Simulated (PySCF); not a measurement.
C2H5FN2Si, SMILES C1=N[C@@H]([Si@@H]1N)F.

Geometry optimised at PBE-D3(BJ)/def2-SVP. The structure was generated by enumeration; whether it is a known compound was not checked. One conformer was computed; it need not be the lowest.

Level of theory: PBE/def2-TZVP (PySCF).

Computed frontier levels, gap, dipole moment and polarisability:
| Item | Value |
|---|---|
| highest occupied level | -5.73 eV |
| lowest empty level | -2.32 eV |
| orbital gap | 3.41 eV |
| dipole moment | 2.96 D |
| quadrupole, principal values (traceless, Buckingham form, about the centre of nuclear charge) | -6.59, 1.18, 5.41 D·Å |
| mean static polarisability | 63.4 bohr³ (9.39 Å³) |
| polarisability, principal values | 54.2, 62.5, 73.4 bohr³ |
